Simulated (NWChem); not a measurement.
System: CH3ClCrO2; SMILES [CH3][Cr](=[O])(=[O])[Cl]

NWChem printed, in part:

```
             Northwest Computational Chemistry Package (NWChem) 7.3.0
             --------------------------------------------------------

 CS  symmetry detected

                             Geometry "geometry" -> ""
                             -------------------------

 Output coordinates in angstroms (scale by  1.889725989 to convert to a.u.)

  No.       Tag          Charge          X              Y              Z
 ---- ---------------- ---------- -------------- -------------- --------------
    1 Cr                  24.0000     0.14801952    -0.28853048     0.00000000
    2 O                    8.0000     0.81798584    -0.84514407    -1.25824292
    3 O                    8.0000     0.81798584    -0.84514407     1.25824292
    4 Cl                  17.0000    -0.06432016     1.81893795     0.00000000
    5 C                    6.0000    -1.63068200    -1.12308716     0.00000000
    6 H                    1.0000    -2.11997966    -0.76058103    -0.91538756
    7 H                    1.0000    -2.11997966    -0.76058103     0.91538756
    8 H                    1.0000    -1.52274789    -2.21522339     0.00000000

 Effective nuclear repulsion energy (a.u.)     408.3933000934

      Symmetry information
      --------------------

 Group name             Cs
 Group number              2
 Group order               2
 No. of unique centers     6

                                 NWChem DFT Module
                                 -----------------

 Summary of "ao basis" -> "ao basis" (spherical)
 ------------------------------------------------------------------------------
       Tag                 Description            Shells   Functions and Types
 ---------------- ------------------------------  ------  ---------------------
 Cr                         def2-svp                11       31   5s3p2d1f
 O                          def2-svp                 6       14   3s2p1d
 Cl                         def2-svp                 8       18   4s3p1d
 C                          def2-svp                 6       14   3s2p1d
 H                          def2-svp                 3        5   2s1p

      Symmetry analysis of basis
      --------------------------

        a'         67
        a"         39

            General Information
            -------------------
          SCF calculation type: DFT
          Wavefunction type:  closed shell.
          No. of atoms     :     8
          No. of electrons :    66
           Alpha electrons :    33
            Beta electrons :    33
          Charge           :     0
          Spin multiplicity:     1
          Use of symmetry is: on ; symmetry adaption is: on
          Maximum number of iterations: 150
          AO basis - number of functions:   106
                     number of shells:    46
          Convergence on energy requested:  1.00D-06
          Convergence on density requested:  1.00D-05
          Convergence on gradient requested:  5.00D-04

              XC Information
              --------------
                         MN15 Method XC Functional
                     Hartree-Fock (Exact) Exchange  0.440
                          MN15 Exchange Functional  1.000
                        MN15 Correlation Potential  1.000

             Grid Information
             ----------------
          Grid used for XC integration:  fine
          Radial quadrature: Mura-Knowles
          Angular quadrature: Lebedev.
          Tag              B.-S. Rad. Rad. Pts. Rad. Cut. Ang. Pts.
          ---              ---------- --------- --------- ---------
          Cr                  1.40      140          10.0       974
          O                   0.60       70          10.0       590
          Cl                  1.00      123          11.0       770
          C                   0.70       70          10.0       590
          H                   0.35       60          11.0       590
          Grid pruning is: on
          Number of quadrature shells:   523
          Spatial weights used:  Erf1

      Superposition of Atomic Density Guess
      -------------------------------------

 Sum of atomic energies:       -1690.86110526

      Non-variational initial energy
      ------------------------------

 Total energy =   -1691.468776
 1-e energy   =   -3139.377738
 2-e energy   =    1039.515662
 HOMO         =      -0.357511
 LUMO         =      -0.087317

      Symmetry analysis of molecular orbitals - initial
      -------------------------------------------------

  Numbering of irreducible representations:

     1 a'          2 a"

  Orbital symmetries:

     1 a'          2 a'          3 a'          4 a"          5 a'
     6 a'          7 a'          8 a"          9 a'         10 a'
    11 a'         12 a"         13 a'         14 a'         15 a"
    16 a'         17 a'         18 a'         19 a"         20 a'
    21 a'         22 a'         23 a"         24 a'         25 a"
    26 a'         27 a'         28 a"         29 a'         30 a"
    31 a'         32 a"         33 a'         34 a'         35 a"
    36 a'         37 a'         38 a'         39 a"         40 a'
    41 a"         42 a'         43 a'

     ---------------------------------------------
      Total Density - Mulliken Population Analysis
     ---------------------------------------------

    Atom       Charge   Shell Charges
 -----------   ------   -------------------------------------------------------
    1 Cr  24    21.13   2.00  2.00  2.01  0.32  0.01  6.00  6.03  0.45  1.46  0.83  0.02
    2 O    8     9.14   1.99  1.17  0.77  3.21  1.99  0.01
    3 O    8     9.14   1.99  1.17  0.77  3.21  1.99  0.01
    4 Cl  17    17.43   2.00  1.99  1.23  0.70  5.94  2.19  3.36  0.01
    5 C    6     6.59   1.99  0.97  0.24  2.17  1.21  0.01
    6 H    1     0.86   0.65  0.18  0.03
    7 H    1     0.86   0.65  0.18  0.03
    8 H    1     0.85   0.64  0.18  0.03

   convergence    iter        energy       DeltaE   RMS-Dens  Diis-err
 ---------------- ----- ----------------- --------- --------- ---------
 d= 0,ls=0.0,diis     1  -1693.0760495517 -2.10D+03  5.63D-02  1.06D+01
 d= 0,ls=0.0,diis     2  -1676.6330284129  1.64D+01  5.04D-02  1.00D+02
 d= 0,ls=0.0,diis     3  -1694.1599412889 -1.75D+01  1.30D-02  1.05D+00
 d= 0,ls=0.0,diis     4  -1694.0725802472  8.74D-02  6.65D-03  1.84D+00
 d= 0,ls=0.0,diis     5  -1694.2583381202 -1.86D-01  1.07D-03  3.88D-01
  Resetting Diis
 d= 0,ls=0.0,diis     6  -1694.2595187160 -1.18D-03  3.27D-04  3.86D-01
 d= 0,ls=0.0,diis     7  -1694.2588941299  6.25D-04  1.23D-02  3.95D-01
 d= 0,ls=0.0,diis     8  -1693.1859617125  1.07D+00  9.83D-03  1.56D+01
 d= 0,ls=0.0,diis     9  -1694.2883933233 -1.10D+00  6.59D-04  3.88D-02
 d= 0,ls=0.0,diis    10  -1694.2913340019 -2.94D-03  1.92D-04  1.86D-03
 d= 0,ls=0.0,diis    11  -1694.2915129580 -1.79D-04  3.83D-05  1.10D-04
 d= 0,ls=0.0,diis    12  -1694.2915227282 -9.77D-06  2.88D-05  8.43D-06
 d= 0,ls=0.0,diis    13  -1694.2915241654 -1.44D-06  1.36D-05  9.73D-07
 d= 0,ls=0.0,diis    14  -1694.2915244063 -2.41D-07  4.62D-06  2.88D-07

         Total DFT energy =    -1694.291524406286
      One electron energy =    -3142.165252603160
           Coulomb energy =     1139.405712059292
    Exchange-Corr. energy =      -99.925283955805
 Nuclear repulsion energy =      408.393300093386

 Numeric. integr. density =       66.000000166985

                  Occupations of the irreducible representations
                  ----------------------------------------------

                     irrep           alpha         beta
                     --------     --------     --------
                     a'               23.0         23.0
                     a"               10.0         10.0

                       DFT Final Molecular Orbital Analysis
                       ------------------------------------

 Vector   31  Occ=2.000000D+00  E=-3.818115D-01  Symmetry=a'
              MO Center= -4.1D-02,  1.3D+00, -1.5D-14, r^2= 2.4D+00
   Bfn.  Coefficient  Atom+Function         Bfn.  Coefficient  Atom+Function
  ----- ------------  ---------------      ----- ------------  ---------------
    70      0.550363  4 Cl px                67      0.440524  4 Cl px
    64      0.251226  4 Cl px                37      0.132377  2 O  pz
    51     -0.132377  3 O  pz                12      0.117615  1 Cr px
    71      0.114229  4 Cl py                68      0.095596  4 Cl py
    40      0.093568  2 O  pz                54     -0.093568  3 O  pz

 Vector   32  Occ=2.000000D+00  E=-3.771479D-01  Symmetry=a'
              MO Center= -7.3D-01, -9.0D-01,  3.4D-14, r^2= 2.4D+00
   Bfn.  Coefficient  Atom+Function         Bfn.  Coefficient  Atom+Function
  ----- ------------  ---------------      ----- ------------  ---------------
    81      0.381525  5 C  px                 3     -0.249481  1 Cr s
    15      0.224429  1 Cr d -2              19      0.223729  1 Cr d  2
     4      0.217668  1 Cr s                 84      0.207760  5 C  px
    12     -0.161535  1 Cr px                82      0.160874  5 C  py
    35     -0.140983  2 O  px                49     -0.140983  3 O  px

 Vector   33  Occ=2.000000D+00  E=-3.686090D-01  Symmetry=a"
              MO Center=  2.0D-01,  1.0D+00, -2.4D-14, r^2= 3.0D+00
   Bfn.  Coefficient  Atom+Function         Bfn.  Coefficient  Atom+Function
  ----- ------------  ---------------      ----- ------------  ---------------
    72      0.535284  4 Cl pz                69      0.424446  4 Cl pz
    66      0.241046  4 Cl pz                36      0.209053  2 O  py
    50     -0.209053  3 O  py                39      0.149689  2 O  py
    53     -0.149689  3 O  py                37     -0.135559  2 O  pz
    51     -0.135559  3 O  pz                35     -0.102409  2 O  px

 Vector   34  Occ=0.000000D+00  E=-1.370992D-01  Symmetry=a'
              MO Center=  1.2D-01, -1.5D-01, -2.5D-14, r^2= 1.8D+00
   Bfn.  Coefficient  Atom+Function         Bfn.  Coefficient  Atom+Function
  ----- ------------  ---------------      ----- ------------  ---------------
    15      0.592555  1 Cr d -2              19     -0.432195  1 Cr d  2
    70     -0.255580  4 Cl px                12      0.205975  1 Cr px
    20      0.202440  1 Cr d -2              67     -0.166122  4 Cl px
    37      0.163676  2 O  pz                51     -0.163676  3 O  pz
    24     -0.150296  1 Cr d  2              40      0.144226  2 O  pz

 Vector   35  Occ=0.000000D+00  E=-1.037734D-01  Symmetry=a"
              MO Center=  3.7D-01, -4.7D-01, -1.5D-13, r^2= 1.5D+00
   Bfn.  Coefficient  Atom+Function         Bfn.  Coefficient  Atom+Function
  ----- ------------  ---------------      ----- ------------  ---------------
    16      0.580897  1 Cr d -1              18     -0.482624  1 Cr d  1
    36      0.232740  2 O  py                50     -0.232740  3 O  py
    39      0.208218  2 O  py                53     -0.208218  3 O  py
    35      0.196360  2 O  px                49     -0.196360  3 O  px
    21      0.190852  1 Cr d -1              38      0.180578  2 O  px

 Vector   36  Occ=0.000000D+00  E=-8.195368D-02  Symmetry=a'
              MO Center=  4.1D-02, -2.6D-01,  1.7D-13, r^2= 2.3D+00
   Bfn.  Coefficient  Atom+Function         Bfn.  Coefficient  Atom+Function
  ----- ------------  ---------------      ----- ------------  ---------------
    19      0.558388  1 Cr d  2              15      0.342270  1 Cr d -2
    71     -0.339703  4 Cl py                17      0.293152  1 Cr d  0
    36     -0.229197  2 O  py                50     -0.229197  3 O  py
    80     -0.227642  5 C  s                 84     -0.223379  5 C  px
    39     -0.205339  2 O  py                53     -0.205339  3 O  py

     ---------------------------------------------
      Total Density - Mulliken Population Analysis
     ---------------------------------------------

    Atom       Charge   Shell Charges
 -----------   ------   -------------------------------------------------------
    1 Cr  24    23.56   2.00  2.00  2.01  0.29 -0.02  6.00  6.06  0.78  3.31  1.11  0.02
    2 O    8     8.27   1.99  1.12  0.82  2.76  1.58  0.01
    3 O    8     8.27   1.99  1.12  0.82  2.76  1.58  0.01
    4 Cl  17    17.11   2.00  1.97  1.24  0.70  5.93  2.23  3.01  0.02
    5 C    6     6.05   1.98  0.89  0.17  2.09  0.91  0.02
    6 H    1     0.92   0.73  0.16  0.02
    7 H    1     0.92   0.73  0.16  0.02
    8 H    1     0.91   0.73  0.16  0.02

     -------------------------------------------
      Total Density - Lowdin Population Analysis
     -------------------------------------------

    Atom       Charge   Shell Charges
 -----------   ------   -------------------------------------------------------
    1 Cr  24    24.15   2.00  2.00  1.89  0.30  0.10  5.99  5.84  1.09  3.11  1.79  0.04
    2 O    8     8.02   1.98  0.97  0.69  2.63  1.73  0.03
    3 O    8     8.02   1.98  0.97  0.69  2.63  1.73  0.03
    4 Cl  17    16.90   2.00  1.95  1.02  0.79  5.83  2.31  3.00  0.01
    5 C    6     6.08   1.96  0.57  0.33  1.86  1.31  0.05
    6 H    1     0.95   0.62  0.26  0.07
    7 H    1     0.95   0.62  0.26  0.07
    8 H    1     0.94   0.62  0.25  0.07

     Multipole analysis of the density
     ---------------------------------

     L   x y z        total         alpha         beta         nuclear
     -   - - -        -----         -----         ----         -------
     0   0 0 0     -0.000000    -33.000000    -33.000000     66.000000

     1   1 0 0     -0.908415     -0.454208     -0.454208     -0.000000
     1   0 1 0     -0.231460     -0.115730     -0.115730     -0.000000
     1   0 0 1     -0.000000     -0.000000     -0.000000      0.000000

     2   2 0 0    -32.265919    -84.990061    -84.990061    137.714202
     2   1 1 0      2.036110     -5.251830     -5.251830     12.539769
     2   1 0 1      0.000000      0.000000      0.000000      0.000000
     2   0 2 0    -33.911463   -165.696848   -165.696848    297.482233
     2   0 1 1     -0.000000     -0.000000     -0.000000      0.000000
     2   0 0 2    -35.213515    -65.828040    -65.828040     96.442565

            General Information
            -------------------
          SCF calculation type: DFT
          Wavefunction type:  closed shell.
          No. of atoms     :     8
          No. of electrons :    66
           Alpha electrons :    33
            Beta electrons :    33
          Charge           :     0
          Spin multiplicity:     1
          Use of symmetry is: on ; symmetry adaption is: on
          Maximum number of iterations: 150
          AO basis - number of functions:   106
                     number of shells:    46
          Convergence on energy requested:  1.00D-06
          Convergence on density requested:  1.00D-05
          Convergence on gradient requested:  5.00D-04

              XC Information
              --------------
                         MN15 Method XC Functional
                     Hartree-Fock (Exact) Exchange  0.440
                          MN15 Exchange Functional  1.000
                        MN15 Correlation Potential  1.000

[...]

                         DFT ENERGY GRADIENTS

    atom               coordinates                        gradient
                 x          y          z           x          y          z
   1 Cr      0.279716  -0.545244   0.000000   -0.004179  -0.002180   0.000000
   2 O       1.545769  -1.597091  -2.377734    0.002788  -0.001553  -0.003685
   3 O       1.545769  -1.597091   2.377734    0.002788  -0.001553   0.003685
   4 Cl     -0.121547   3.437294   0.000000   -0.000115   0.005638   0.000000
   5 C      -3.081542  -2.122327   0.000000   -0.000231   0.000426   0.000000
   6 H      -4.006181  -1.437290  -1.729832   -0.000514  -0.000080  -0.000277
   7 H      -4.006181  -1.437290   1.729832   -0.000514  -0.000080   0.000277
   8 H      -2.877576  -4.186165   0.000000   -0.000023  -0.000620   0.000000
```

Level: MN15/def2-SVP. The geometry was optimised at PBE0/def2-SVP. Not confirmed as a minimum by frequencies.

Task: Reconstruct the input file.

Result: Several could match; the one computed here: the input that was run:
```
start job
memory heap 200 mb stack 900 mb global 1100 mb
geometry units angstroms noautoz
  Cr     0.094937    -0.290560     0.000482
  O      0.744025    -0.874079    -1.256452
  O      0.739631    -0.873581     1.260030
  Cl    -0.031942     1.823775    -0.000252
  C     -1.716078    -1.052452    -0.002565
  H     -2.188293    -0.672002    -0.919622
  H     -2.192312    -0.668882     0.911148
  H     -1.652433    -2.148061    -0.000514
end
basis spherical
  Cr library def2-svp
  O library def2-svp
  Cl library def2-svp
  C library def2-svp
  H library def2-svp
end
dft
  xc mn15
  grid fine
  iterations 150
  mulliken
end
task dft gradient
```
